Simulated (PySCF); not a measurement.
Input for PySCF: R-MP2/6-31G* on C2H6O (a complex).

```python
from pyscf import gto, scf, dft, mp
from pyscf.data.elements import chemcore

mol = gto.M(
    atom='''
    O     0.13675347    0.07344211   -0.50661807
    H    -0.67679926    0.52212721   -0.75763626
    H     0.11647602    0.04017528    0.45891257
    C    -0.31493955   -0.58443855    2.81457201
    C     0.31338685    0.58295074    2.86477569
    H    -1.39442967   -0.65328000    2.87638722
    H     0.22484403   -1.51824693    2.71351758
    H     1.39300471    0.65215899    2.80695520
    H    -0.22673489    1.51626397    2.96956049
    ''',
    basis='6-31g*',
    cart=True,
    charge=0, spin=0, verbose=3, max_memory=1800)
mf = scf.RHF(mol)
mf.conv_tol = 1e-8
mf.max_cycle = 100
mf.kernel()
if not mf.converged:
    mf = mf.newton().run(mf.mo_coeff, mf.mo_occ)
pt = mp.MP2(mf, frozen=chemcore(mol)).run()
```

### Question
What total energy does the run end on?

### Answer
-154.4867 hartree.
